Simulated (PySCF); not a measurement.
H6NSi2, multiplicity 2. Atoms are numbered in the order given.

```xyz
9

Si     1.5353     0.0034    -0.5592
N      0.1884     0.2473     0.5294
Si    -1.5116    -0.0496     0.2477
H      1.2031    -1.1705    -1.4292
H      2.7690    -0.2760     0.2504
H      0.4023     0.8172     1.3481
H     -2.1474    -0.5916     1.4868
H     -1.6086    -1.0440    -0.8580
H     -2.2699     1.1806    -0.1436
```
Charge 0, spin multiplicity 2.

Geometry optimised at r2SCAN-D4/def2-SVP. The isomer is the one that the SMILES or the coordinates give; other isomers of the formula were not compared.

The numbers are results of PBE/def2-TZVPD (PySCF), not measurements.

Mulliken values depend strongly on the basis, most of all with diffuse functions as here. ESP charges are fitted to the potential on shells at 1.4 to 2.0 van der Waals radii. Atomic charges (e):

```tsv
atom	meta-Löwdin	Mulliken	ESP fit	Mulliken spin
Si1	0.36	-0.09	-0.04	0.73
N2	-0.72	-0.09	-0.45	0.14
Si3	0.56	0.04	0.30	0.00
H4	-0.07	0.00	0.03	0.06
H5	-0.08	0.00	0.00	0.07
H6	0.24	0.22	0.33	-0.01
H7	-0.09	-0.02	-0.07	0.01
H8	-0.08	-0.03	-0.03	0.00
H9	-0.10	-0.02	-0.07	0.00
```
